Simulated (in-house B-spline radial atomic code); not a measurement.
## RPA and G0W0 on PBEsol: Sb IV (Sb3+)

Configuration [Kr] 4d10 5s2, mean-field start PBEsol. Computed with a B-spline radial code for spherical atoms: all electrons, scalar-relativistic (spin-free one-electron X2C), finite nucleus, each spin shell either full or empty, empty states to l = 9 with an (l + 1/2)⁻⁴ tail; G0W0 by contour deformation at full frequency.

Command:
```bash
python run_gw.py task.json out
```
Settings (radii: box in bohr, nucleus in fm):
```
Z                        51
electrons                48
configuration            [Kr] 4d10 5s2
hamiltonian              x2c
method                   pbesol
lmax                     9
rms_radius               4.6802
spin_polarised           False
box_radius               14.14
intervals                68
ion_configuration        [Kr] 4d10 5s1
```

Run time, properties included: 14 s on 1 thread of Arm Neoverse N1, on a shared host.

Energies (hartree):

| term | value |
| --- | --- |
| mean-field total | -6475.62073 |
| Hartree-Fock functional on these orbitals | -6476.21195 |
| direct second order | -4.4297 |
| second-order exchange | 1.216 |
| SOSEX correction | 1.1217 |

Problem. What is the RPA correlation energy, and what remains with SOSEX?

Solution. RPA gives -3.8508 hartree (-2.18 eV per electron); RPA + SOSEX gives -2.7291, and the second-order doubles -3.2137 hartree (no singles). SOSEX takes back 29 % of the RPA value.

Quasi-particle levels (eV):

| level | occupied | mean field | Σx - vxc | Σc | QP weight | G0W0 |
| --- | --- | --- | --- | --- | --- | --- |
| 5s | yes | -38.95 | -2.93 | ? | ? | ? |
| 4d | yes | -62.74 | -10.46 | 1.23 | 0.891 | -71.97 |
| 5p | no | -28.867 | 5.39 | -1.61 | 0.949 | -25.083 |

G0W0 = mean field + (Σx - vxc) + Σc, with Σc (partial-wave tail included) taken at the quasi-particle energy. Only the outer levels were computed. Levels of low weight are left out.

Problem. Where does G0W0 put 5s?

Solution. At -44.22 eV, with Σc = -2.34 eV and a quasi-particle weight of 0.950. The tabulated removal energy is 43.804 ± 0.025 eV (NIST, measured); the calculation leaves out spin-orbit coupling, Breit and QED terms, and what these don't explain is the method's own error.

Problem. What does it cost to remove one electron (to [Kr] 4d10 5s1) by differences of total energies, each species on its own start (correlation terms add to the Hartree-Fock functional)?

Solution. PBEsol 43.95 eV, Hartree-Fock functional 41.57 eV, + RPA 44.21 eV, + RPA + SOSEX 43.61 eV, + second order 45.24 eV. Tabulated: 43.804 ± 0.025 eV (NIST, measured); the calculation leaves out spin-orbit coupling, Breit and QED terms, and what these don't explain is the method's own error.
